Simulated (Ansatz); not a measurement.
```xyz
5

Cl   -1.034    1.705    0.047
Ge    0.083   -0.137   -0.004
H    -0.556   -1.080    1.020
H     1.531    0.203    0.365
H    -0.024   -0.690   -1.428
```

Total charge 0; spin multiplicity 1.

Question: List the PBE0/def2-TZVPP orbital energies in eV (Ansatz 0.2.0). (Best estimate.)

Answer: Computed: Occupied: -10860.88, -2767.14, -1359.12, -1208.95, -1208.92, -1208.92, -258.98, -197.27, -197.11, -197.11, -171.86, -121.72, -121.60, -121.60, -34.55, -34.47, -34.47, -34.37, -34.37, -22.70, -15.87, -10.66, -10.66, -10.64, -8.78, -8.78. Lowest empty: -0.29, 0.63, 1.38, 1.38, 4.69, 4.69, 5.48, 5.48.
